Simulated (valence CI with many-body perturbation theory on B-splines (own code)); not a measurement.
Which ion has this spectrum?

A relativistic CI+MBPT calculation for an atom or ion with 21 electrons gives these levels (cm⁻¹):

```csv
J,Parity,E,g
3/2,even,0,0.57
5/2,even,79204,1.04
7/2,even,120166,1.12
3/2,even,122878,1.29
9/2,even,134225,1.12
1/2,even,144055,1.97
7/2,even,214114,1.01
5/2,even,219085,1.49
9/2,even,226887,1.12
3/2,even,254481,1.16
1/2,even,267459,1.36
11/2,even,280225,1.09
5/2,even,299517,1.18
5/2,even,318516,1.00
```

The energies are calculated, and their last digits are not significant.

(1) Which is it?
A. Sb30+
B. I32+
C. Sn29+
D. Ba35+

Results:

(1) B. I32+, ground level (3d3/2^3) J=3/2.
